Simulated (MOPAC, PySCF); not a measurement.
Bond stretch in ZnH, doublet.

- UCCSD = PySCF 2.14.0 with CCSD on UHF/def2-TZVP, 5 core orbitals frozen
- UHF/3-21G = PySCF with unrestricted Hartree-Fock/3-21G
- PM7, unrestricted, heats of formation (MOPAC)
- UKS-PBE = unrestricted PBE/def2-TZVP run with PySCF 2.14.0

Energies are in eV, each relative to the lowest point of its own curve near equilibrium.

```json
[
 {"R / Å": "1.21", "UCCSD": "1.438", "UHF/3-21G": "1.224", "PM7": "0.499", "UKS-PBE": "1.469"},
 {"R / Å": "1.31", "UCCSD": "0.667", "UHF/3-21G": "0.555", "PM7": "0.111", "UKS-PBE": "0.701"},
 {"R / Å": "1.38", "UCCSD": "0.343", "UHF/3-21G": "0.279", "PM7": "0.001", "UKS-PBE": "0.375"},
 {"R / Å": "1.45", "UCCSD": "0.145", "UHF/3-21G": "0.112", "PM7": "0.000", "UKS-PBE": "0.170"},
 {"R / Å": "1.53", "UCCSD": "0.030", "UHF/3-21G": "0.019", "PM7": "0.108", "UKS-PBE": "0.045"},
 {"R / Å": "1.58", "UCCSD": "0.003", "UHF/3-21G": "0.000", "PM7": "0.222", "UKS-PBE": "0.010"},
 {"R / Å": "1.62", "UCCSD": "0.000", "UHF/3-21G": "0.002", "PM7": "0.335", "UKS-PBE": "0.000"},
 {"R / Å": "1.66", "UCCSD": "0.011", "UHF/3-21G": "0.017", "PM7": "0.462", "UKS-PBE": "0.004"},
 {"R / Å": "1.72", "UCCSD": "0.047", "UHF/3-21G": "0.059", "PM7": "0.671", "UKS-PBE": "0.029"},
 {"R / Å": "1.78", "UCCSD": "0.102", "UHF/3-21G": "0.120", "PM7": "0.882", "UKS-PBE": "0.072"},
 {"R / Å": "1.86", "UCCSD": "0.194", "UHF/3-21G": "0.222", "PM7": "1.128", "UKS-PBE": "0.149"},
 {"R / Å": "1.99", "UCCSD": "0.363", "UHF/3-21G": "0.416", "PM7": "1.414", "UKS-PBE": "0.295"},
 {"R / Å": "2.20", "UCCSD": "0.618", "UHF/3-21G": "0.722", "PM7": "1.714", "UKS-PBE": "0.529"},
 {"R / Å": "2.43", "UCCSD": "0.804", "UHF/3-21G": "0.961", "PM7": "1.930", "UKS-PBE": "0.727"},
 {"R / Å": "2.67", "UCCSD": "0.893", "UHF/3-21G": "1.095", "PM7": "2.073", "UKS-PBE": "0.854"},
 {"R / Å": "2.88", "UCCSD": "0.920", "UHF/3-21G": "1.147", "PM7": "2.147", "UKS-PBE": "0.912"},
 {"R / Å": "3.20", "UCCSD": "0.926", "UHF/3-21G": "1.168", "PM7": "2.205", "UKS-PBE": "0.947"},
 {"R / Å": "3.52", "UCCSD": "0.922", "UHF/3-21G": "1.166", "PM7": "2.228", "UKS-PBE": "0.956"},
 {"R / Å": "3.97", "UCCSD": "0.918", "UHF/3-21G": "1.161", "PM7": "2.240", "UKS-PBE": "0.959"},
 {"R / Å": "4.41", "UCCSD": "0.916", "UHF/3-21G": "1.160", "PM7": "2.243", "UKS-PBE": "0.961"},
 {"R / Å": "4.88", "UCCSD": "0.916", "UHF/3-21G": "1.162", "PM7": "2.244", "UKS-PBE": "0.962"},
 {"R / Å": "5.70", "UCCSD": "0.917", "UHF/3-21G": "1.166", "PM7": "2.245", "UKS-PBE": "0.964"},
 {"R / Å": "6.40", "UCCSD": "0.917", "UHF/3-21G": "1.167", "PM7": "2.245", "UKS-PBE": "0.964"}
]
```

At the longest distance, 6.40 Å, PM7 lies highest above its minimum (2.245 eV) and UCCSD lowest (0.917 eV).

The unrestricted determinant behind UCCSD is spin-contaminated at 2.20 to 2.43 Å (<S²> up to 0.9, against 0.75 for a pure doublet). The unrestricted determinant behind UHF/3-21G is spin-contaminated at 2.20 to 2.67 Å (<S²> up to 0.9, against 0.75 for a pure doublet).
